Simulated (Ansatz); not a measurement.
Ansatz (a first-principles code) input (B3LYP-D3(BJ)/def2-TZVP):

Ansatz 0.2 input:
```yaml
crystal:
  periodic: [false, false, false]
  atoms:
    - {symbol: Si, position_ang: [-0.00000000, -0.00000000, -1.60880547]}
    - {symbol: Br, position_ang: [0.00000000, 0.00000000, 0.64352219]}
basis:
  gaussian:
    orbitals: def2-TZVP
hamiltonian:
  xc: b3lyp
  dispersion: d3bj
magnetization: {spin_polarized: true, initial_magnetization: 1}
phonons: {temperatures: {t_min: 298.15, t_max: 298.15, t_step: 100}}
```

Output:

```
Functional definition: B3LYP
integrals: 0.03 GiB planned
579 factors; integrals over basis functions are off by at most 3.9e-4 eV
mean field: 0.38 GiB planned
mean field evaluation 1: about -77924.2423 eV, gradient 6.2e0 eV
mean field evaluation 2: about -77924.2400 eV, gradient 6.0e0 eV
mean field evaluation 4: about -77924.4863 eV, gradient 3.6e-1 eV
mean field evaluation 8: about -77924.5215 eV, gradient 3.3e-2 eV
mean field evaluation 16: about -77924.5215 eV, gradient 3.0e-5 eV
mean field -77924.52150054 eV, -2863.6733460070 hartree, gradient 3.0e-5 eV, S^2 0.755193; 1 other end points of the search recorded, 0 dependent functions left out
the calculation of the forces begins
reference -77924.52168352 eV, -2863.6733527314 hartree; 25, 24 occupied and 60, 61 virtual orbitals, 579 factors
these checks for a lower state are left out or cut short: stability, starts, cluster_reference, orbital_swaps, neighbouring_geometries, increment
integrals: 0.03 GiB planned
579 factors; integrals over basis functions are off by at most 3.9e-4 eV
mean field: 0.38 GiB planned
mean field evaluation 32: about -77924.5215 eV, gradient 1.0e-6 eV
mean field -77924.52150054 eV, -2863.6733460071 hartree, gradient 3.6e-7 eV, S^2 0.755193; 0 other end points of the search recorded, 0 dependent functions left out
the calculation of the forces begins
reference -77924.52168352 eV, -2863.6733527315 hartree; 25, 24 occupied and 60, 61 virtual orbitals, 579 factors
these checks for a lower state are left out or cut short: stability, starts, cluster_reference, orbital_swaps, neighbouring_geometries, increment
integrals: 0.03 GiB planned
579 factors; integrals over basis functions are off by at most 3.9e-4 eV
mean field: 0.38 GiB planned
mean field -77924.52150054 eV, -2863.6733460071 hartree, gradient 3.6e-7 eV, S^2 0.755193; 0 other end points of the search recorded, 0 dependent functions left out
the calculation of the forces begins
reference -77924.52168352 eV, -2863.6733527315 hartree; 25, 24 occupied and 60, 61 virtual orbitals, 579 factors
these checks for a lower state are left out or cut short: stability, starts, cluster_reference, orbital_swaps, neighbouring_geometries, increment
integrals: 0.03 GiB planned
579 factors; integrals over basis functions are off by at most 3.9e-4 eV
mean field: 0.38 GiB planned
mean field -77924.52150054 eV, -2863.6733460071 hartree, gradient 6.4e-7 eV, S^2 0.755193; 0 other end points of the search recorded, 0 dependent functions left out
the calculation of the forces begins
reference -77924.52168352 eV, -2863.6733527315 hartree; 25, 24 occupied and 60, 61 virtual orbitals, 579 factors
these checks for a lower state are left out or cut short: stability, starts, cluster_reference, orbital_swaps, neighbouring_geometries, increment
integrals: 0.03 GiB planned
579 factors; integrals over basis functions are off by at most 3.9e-4 eV
mean field: 0.38 GiB planned
mean field -77924.52150054 eV, -2863.6733460071 hartree, gradient 6.4e-7 eV, S^2 0.755193; 0 other end points of the search recorded, 0 dependent functions left out
the calculation of the forces begins
reference -77924.52168352 eV, -2863.6733527315 hartree; 25, 24 occupied and 60, 61 virtual orbitals, 579 factors
these checks for a lower state are left out or cut short: stability, starts, cluster_reference, orbital_swaps, neighbouring_geometries, increment
integrals: 0.03 GiB planned
579 factors; integrals over basis functions are off by at most 3.9e-4 eV
mean field: 0.38 GiB planned
mean field -77924.52145255 eV, -2863.6733442435 hartree, gradient 1.6e-6 eV, S^2 0.755195; 0 other end points of the search recorded, 0 dependent functions left out
the calculation of the forces begins
reference -77924.52163551 eV, -2863.6733509672 hartree; 25, 24 occupied and 60, 61 virtual orbitals, 579 factors
these checks for a lower state are left out or cut short: stability, starts, cluster_reference, orbital_swaps, neighbouring_geometries, increment
integrals: 0.03 GiB planned
579 factors; integrals over basis functions are off by at most 3.8e-4 eV
mean field: 0.38 GiB planned
mean field evaluation 64: about -77924.5215 eV, gradient 7.2e-2 eV
mean field -77924.52147143 eV, -2863.6733449373 hartree, gradient 1.6e-6 eV, S^2 0.755192; 0 other end points of the search recorded, 0 dependent functions left out
the calculation of the forces begins
reference -77924.52165443 eV, -2863.6733516624 hartree; 25, 24 occupied and 60, 61 virtual orbitals, 579 factors
these checks for a lower state are left out or cut short: stability, starts, cluster_reference, orbital_swaps, neighbouring_geometries, increment
integrals: 0.03 GiB planned
579 factors; integrals over basis functions are off by at most 3.9e-4 eV
mean field: 0.38 GiB planned
mean field -77924.52150054 eV, -2863.6733460071 hartree, gradient 3.6e-7 eV, S^2 0.755193; 0 other end points of the search recorded, 0 dependent functions left out
the calculation of the forces begins
reference -77924.52168352 eV, -2863.6733527315 hartree; 25, 24 occupied and 60, 61 virtual orbitals, 579 factors
these checks for a lower state are left out or cut short: stability, starts, cluster_reference, orbital_swaps, neighbouring_geometries, increment
integrals: 0.03 GiB planned
579 factors; integrals over basis functions are off by at most 3.9e-4 eV
mean field: 0.38 GiB planned
mean field -77924.52150054 eV, -2863.6733460071 hartree, gradient 3.6e-7 eV, S^2 0.755193; 0 other end points of the search recorded, 0 dependent functions left out
the calculation of the forces begins
reference -77924.52168352 eV, -2863.6733527315 hartree; 25, 24 occupied and 60, 61 virtual orbitals, 579 factors
these checks for a lower state are left out or cut short: stability, starts, cluster_reference, orbital_swaps, neighbouring_geometries, increment
integrals: 0.03 GiB planned
579 factors; integrals over basis functions are off by at most 3.9e-4 eV
mean field: 0.38 GiB planned
mean field -77924.52150054 eV, -2863.6733460071 hartree, gradient 6.4e-7 eV, S^2 0.755193; 0 other end points of the search recorded, 0 dependent functions left out
the calculation of the forces begins
reference -77924.52168352 eV, -2863.6733527315 hartree; 25, 24 occupied and 60, 61 virtual orbitals, 579 factors
these checks for a lower state are left out or cut short: stability, starts, cluster_reference, orbital_swaps, neighbouring_geometries, increment
integrals: 0.03 GiB planned
579 factors; integrals over basis functions are off by at most 3.9e-4 eV
mean field: 0.38 GiB planned
mean field evaluation 96: about -77924.5215 eV, gradient 2.5e-6 eV
mean field -77924.52150054 eV, -2863.6733460071 hartree, gradient 6.4e-7 eV, S^2 0.755193; 0 other end points of the search recorded, 0 dependent functions left out
the calculation of the forces begins
reference -77924.52168352 eV, -2863.6733527315 hartree; 25, 24 occupied and 60, 61 virtual orbitals, 579 factors
these checks for a lower state are left out or cut short: stability, starts, cluster_reference, orbital_swaps, neighbouring_geometries, increment
integrals: 0.03 GiB planned
579 factors; integrals over basis functions are off by at most 3.8e-4 eV
mean field: 0.38 GiB planned
mean field -77924.52147143 eV, -2863.6733449373 hartree, gradient 1.6e-6 eV, S^2 0.755192; 0 other end points of the search recorded, 0 dependent functions left out
the calculation of the forces begins
reference -77924.52165443 eV, -2863.6733516624 hartree; 25, 24 occupied and 60, 61 virtual orbitals, 579 factors
these checks for a lower state are left out or cut short: stability, starts, cluster_reference, orbital_swaps, neighbouring_geometries, increment
integrals: 0.03 GiB planned
579 factors; integrals over basis functions are off by at most 3.9e-4 eV
mean field: 0.38 GiB planned
mean field -77924.52145255 eV, -2863.6733442435 hartree, gradient 1.6e-6 eV, S^2 0.755195; 0 other end points of the search recorded, 0 dependent functions left out
the calculation of the forces begins
reference -77924.52163551 eV, -2863.6733509672 hartree; 25, 24 occupied and 60, 61 virtual orbitals, 579 factors
Total energy: -77924.60945838 eV, -2863.6765783981 hartree
Atom 0 at    -0.000000    -0.000000    -1.608805 Å, force    -0.000000     0.000000    -0.000009 eV/Å
Atom 1 at     0.000000     0.000000     0.643522 Å, force     0.000000     0.000000     0.000009 eV/Å
Dipole moment:    -0.000000     0.000000    -0.199024 e Å
Vibrations: 401.92 cm⁻¹, zero-point energy 0.024916 eV
```
